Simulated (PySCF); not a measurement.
Excited states between 380 and 750 nm. Vertical TDDFT excitations of isolated species (PySCF; the level stands beside each; core orbitals frozen in the response), one conformer each, no solvent.

1. `Clc1ccc2n[nH]nc2c1`
2. `CC(=S)C1=CC=C[SiH2]1`
3. `O=C=C(Cl)CF`
4. `CC(=S)C1COBOC1`
5. `C([SiH2]OC)=O`
6. `C1C([C@@H]([S@@](C)=O)C)CC1`
7. `COC(=O)[SiH3]`

Task: For which of them does the calculation put a singlet between 380 and 750 nm?

Result: 2, 3, 4 and 5.

1. (CAM-B3LYP/def2-SVPD on a GFN2-xTB geometry) 261 nm (f 0.101); 244 nm (f 0.113); 214 nm (f 0.000); 202 nm (f 0.002); 188 nm (f 0.000).
2. (CAM-B3LYP/def2-SVPD on a GFN2-xTB geometry) 567 nm (f 0.000); 360 nm (f 0.263); 276 nm (f 0.000); 243 nm (f 0.000); 232 nm (f 0.053). S1 lies in the visible range (380 to 750 nm), at 567 nm, dark in the vertical dipole picture (f under 0.0005); light of that wavelength is yellow-green, and its complementary colour is violet; a Tamm–Dancoff triplet lies at 718 nm, without intensity as long as spin–orbit coupling is left out.
3. (PBE0/def2-SVPD on a GFN2-xTB geometry) 424 nm (f 0.000); 220 nm (f 0.004); 195 nm (f 0.001); 192 nm (f 0.001); 186 nm (f 0.049). S1 lies in the visible range (380 to 750 nm), at 424 nm, dark in the vertical dipole picture (f under 0.0005); light of that wavelength is violet, and its complementary colour is yellow-green; a Tamm–Dancoff triplet lies at 501 nm, without intensity as long as spin–orbit coupling is left out.
4. (CAM-B3LYP/def2-SVPD on a PBE0-D3(BJ)/def2-SVP geometry) 488 nm (f 0.000); 225 nm (f 0.195); 200 nm (f 0.035); 199 nm (f 0.005); 197 nm (f 0.064). S1 lies in the visible range (380 to 750 nm), at 488 nm, dark in the vertical dipole picture (f under 0.0005); light of that wavelength is green-blue to blue-green, and its complementary colour is orange to red; a Tamm–Dancoff triplet lies at 593 nm, without intensity as long as spin–orbit coupling is left out.
5. (PBE0/def2-SVPD on a PBE0-D3(BJ)/def2-SVP geometry) 385 nm (f 0.001); 219 nm (f 0.008); 206 nm (f 0.011); 194 nm (f 0.001); 185 nm (f 0.014). S1 lies in the visible range (380 to 750 nm), at 385 nm, f = 0.0007; light of that wavelength is violet, and its complementary colour is yellow-green; a Tamm–Dancoff triplet lies at 499 nm, without intensity as long as spin–orbit coupling is left out.
6. (PBE0/def2-SVPD on a PBE0-D3(BJ)/def2-SVP geometry) 217 nm (f 0.008); 210 nm (f 0.044); 204 nm (f 0.027); 192 nm (f 0.032); 185 nm (f 0.002).
7. (PBE0/def2-SVPD on a PBE0-D3(BJ)/def2-SVP geometry) 243 nm (f 0.004); 173 nm (f 0.004); 169 nm (f 0.052); 163 nm (f 0.134); 163 nm (f 0.025).
